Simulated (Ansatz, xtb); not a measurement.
## Two isomers of C3H8GeO2

Structure X is `C1[CH2][GeH2][O]CO1`, a singlet and structure Y is `C[C@@H]1C[O][GeH2][O]1`, a singlet. Both are isolated molecules in the gas phase, relaxed with r2SCAN-D4/def2-SVP; the shapes shown needn't be the lowest conformers.

X (Å):

```xyz
14

C     0.3079    0.0054   -1.5359
C    -0.2893    1.4147   -1.6245
C    -0.7307   -0.7793    0.4400
Ge   -0.8810    1.9231    0.1705
O    -1.4649    0.3491    0.8242
O    -0.5829   -0.9252   -0.9479
H     0.5411   -0.3841   -2.5404
H     1.2610    0.0272   -0.9621
H    -1.1646    1.4052   -2.2946
H     0.4448    2.1287   -2.0330
H     0.2939    2.4175    1.0412
H    -2.0814    2.8697    0.2427
H     0.2817   -0.7680    0.9123
H    -1.2825   -1.6690    0.7831
```

Y (Å):

```xyz
14

C    -0.6767    1.1182    1.7105
C    -0.8436    0.7153    0.2617
C     0.4716    0.2748   -0.4041
Ge   -0.8381    1.6413   -2.1878
O     0.3210    0.3227   -1.8162
O    -1.3493    1.8319   -0.4805
H    -0.2825    0.2801    2.3075
H     0.0186    1.9688    1.7880
H    -1.6431    1.4243    2.1367
H    -1.5687   -0.1243    0.1869
H     0.7354   -0.7558   -0.1117
H     1.2917    0.9483   -0.0748
H    -0.1854    2.9436   -2.6707
H    -1.9286    1.1077   -3.1262
```

Quicker runs give these differences E(Y) − E(X): GFN2-xTB −0.752 eV; HF/STO-3G −0.387 eV (at GFN2-xTB geometries); r2SCAN-D4/def2-SVP//GFN2-xTB −0.592 eV.

**Question.** Estimate E(Y) − E(X) at the level CCSD(T)/def2-SVP + ΔMP2/def2-TZVPP.

**Answer.** Calculated at CCSD(T)/def2-SVP + ΔMP2/def2-TZVPP: E(Y) − E(X) = −0.675 eV, so structure Y lies lower.

How the difference moves with the method:

| level | geometry | E(Y) − E(X) (eV) | departure from the last row (eV) | job, with rough time for the two |
| --- | --- | --- | --- | --- |
| GFN2-xTB | GFN2-xTB | −0.752 | −0.077 | optimisation, 0.12 s |
| HF/STO-3G | GFN2-xTB | −0.387 | +0.288 | single point, 0.42 s |
| r2SCAN-D4/def2-SVP//GFN2-xTB | GFN2-xTB | −0.592 | +0.083 | single point, 3.7 s |
| r2SCAN-D4/def2-SVP | r2SCAN-D4/def2-SVP | −0.593 | +0.082 | optimisation, 33 s |
| HF/def2-SVP | r2SCAN-D4/def2-SVP | −0.628 | +0.047 | part of the CCSD(T) run |
| MP2/def2-SVP | r2SCAN-D4/def2-SVP | −0.719 | −0.044 | part of the CCSD(T) run |
| CCSD(T)/def2-SVP | r2SCAN-D4/def2-SVP | −0.670 | +0.005 | single point |
| CCSD(T)/def2-SVP + ΔMP2/def2-TZVPP | r2SCAN-D4/def2-SVP | −0.675 |  | single point, 76 s |

As drawn, Y has 1 C–C, 1 Ge–O in place of 1 C–Ge, 1 C–O. Structure X has a 6-membered ring, Y a 5-membered ring.

None of the levels shown reverses the order. The largest departure from CCSD(T)/def2-SVP + ΔMP2/def2-TZVPP is that of HF/STO-3G, 0.288 eV. The last row adds to CCSD(T) the change of the MP2 difference between the two basis sets, here −0.005 eV.

With thermal terms from frequencies at re-optimised GFN2-xTB minima (ideal gas, soft modes damped towards free rotors, one conformer each, 298.15 K, 1 atm): the zero-point term adds −0.003 eV; ΔH is −0.665 and ΔG −0.692 eV.

The correlated steps freeze 14 core orbitals; the filled d shell of Ge is correlated, in a basis made for valence electrons. Mirror images aren't counted in ΔG. Programs: Ansatz 0.2.0, xtb 6.7.1; the last row on 4 threads of Arm Neoverse V2 on a shared host.
